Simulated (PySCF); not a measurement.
# Unknown compound

An unknown has the formula C$_{9}$H$_{13}$N. Its calculated NMR data are:

¹H NMR (600 MHz, computed): δ 7.36 (m, 1H), 7.31 (d, 1H), 6.99 (m, 1H), 6.79 (d, 1H), 3.50 (br s, 2H), 2.43 (sept, 1H), 1.30 (d, 6H).

¹³C{¹H} NMR (computed): δ 149.0 (C), 134.3 (C), 132.5 (CH), 129.8 (CH), 122.9 (CH), 118.4 (CH), 32.7 (CH), 23.3 (CH3).

PySCF 2.14 calculation with NMR shieldings at PBE0/pcSseg-1/GIAO and structure optimised with GFN2-xTB; averaged over atoms made equivalent by symmetry, fast rotation or ring inversion, gas phase, single conformer, non-relativistic Hamiltonian.

References, each an isolated molecule treated in the same way: TMS for ¹H (31.72 ppm) and ¹³C (186.93 ppm).

**Question.** Choose the structure that fits.
A. [H]/N=C/[C@@H]1C[C@@H]2C=C[C@H]1CC2
B. CC(C)c1ccccc1N
C. C#C[C@@H]1CCN2CCC[C@@H]12
D. CC(C)(C)c1ccncc1

**Answer.** B. 

Rings plus π bonds: 4 (1 ring in the answer). 8 carbon signals for 9 carbons: some carbons are equivalent by symmetry or fast rotation. Carbon types of the structure: 2 × C, 5 × CH, 2 × CH3, leaving 2 H on heteroatoms. δC 149.0: aromatic carbon bearing nitrogen; σ withdrawal by the attached heteroatom moves it downfield of the ring CH carbons. δC 134.3: substituted aromatic carbon. δC 132.5, 129.8, 122.9, 118.4: aromatic CH. δC 23.3: methyl carbon; aliphatic region, no heteroatom directly attached. δH 2.43: hydrogen on an sp3 CH on an aromatic ring; benzylic-type position, deshielded by the ring.

The others: [H]/N=C/[C@@H]1C[C@@H]2C=C[C@H]1CC2 would give 9 carbon signals, not 8; C#C[C@@H]1CCN2CCC[C@@H]12 would give 9 carbon signals, not 8; CC(C)(C)c1ccncc1 would give 5 carbon signals, not 8.

OH and NH positions are those of a molecule without intermolecular hydrogen bonds; in solution they move with solvent, concentration and temperature, and exchange usually removes their couplings. Shifts are as computed. Against solution values, carbons near 30 ppm lie about +3 ppm off and those near 130 ppm about +5 ppm. Of 1211 compounds with measured shifts, 218 miss one by over three times the rms of a fit or turn the order of signals round; such compounds aren't used in these exercises. No couplings were computed; multiplicities are counted from neighbouring protons, with m where these are inequivalent, close in shift, in a saturated or five-membered ring or joined by F or P, and br s for small geminal =CH2 splittings.
